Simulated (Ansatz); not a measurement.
CH$_{8}$SiSn (`[CH3][SnH2][SiH3]`), relaxed with RKS PBE0-D4/def2-TZVP in the Gaussian-basis code of Ansatz from a PBE-D4/def2-SVP geometry. The force threshold is 0.005 eV/Å; the program also tests the step.

Charge 0, multiplicity 1. Sn takes the def2 core potential.

Start:

```xyz
11

C     0.520    1.875   -0.257
Sn    0.451   -0.227   -0.814
Si   -0.881   -1.581    0.941
H     1.103    2.443   -1.007
H    -0.507    2.283   -0.209
H     1.001    1.982    0.734
H    -0.287   -0.381   -2.375
H     2.069   -0.839   -0.933
H    -2.289   -1.056    1.048
H    -0.947   -3.041    0.578
H    -0.232   -1.458    2.295
```

```json
{"step": "1", "energy (eV)": "-14872.3067", "largest force (eV/Å)": "0.428", "largest move (Å)": "0.000"}
{"step": "2", "energy (eV)": "-14872.3363", "largest force (eV/Å)": "0.209", "largest move (Å)": "0.053"}
{"step": "3", "energy (eV)": "-14872.3437", "largest force (eV/Å)": "0.031", "largest move (Å)": "0.019"}
{"step": "4", "energy (eV)": "-14872.3438", "largest force (eV/Å)": "0.014", "largest move (Å)": "0.007"}
{"step": "5", "energy (eV)": "-14872.3438", "largest force (eV/Å)": "0.003", "largest move (Å)": "0.005"}
```

End:

```xyz
11

C     0.518    1.855   -0.258
Sn    0.445   -0.220   -0.798
Si   -0.877   -1.570    0.936
H     1.086    2.411   -1.004
H    -0.493    2.260   -0.205
H     0.998    1.969    0.713
H    -0.282   -0.370   -2.342
H     2.044   -0.822   -0.919
H    -2.268   -1.053    1.038
H    -0.934   -3.009    0.565
H    -0.237   -1.452    2.274
```

Hardware: 4 threads of a server CPU on a shared host. Wall time 16 s, peak host memory 0.4 GiB.
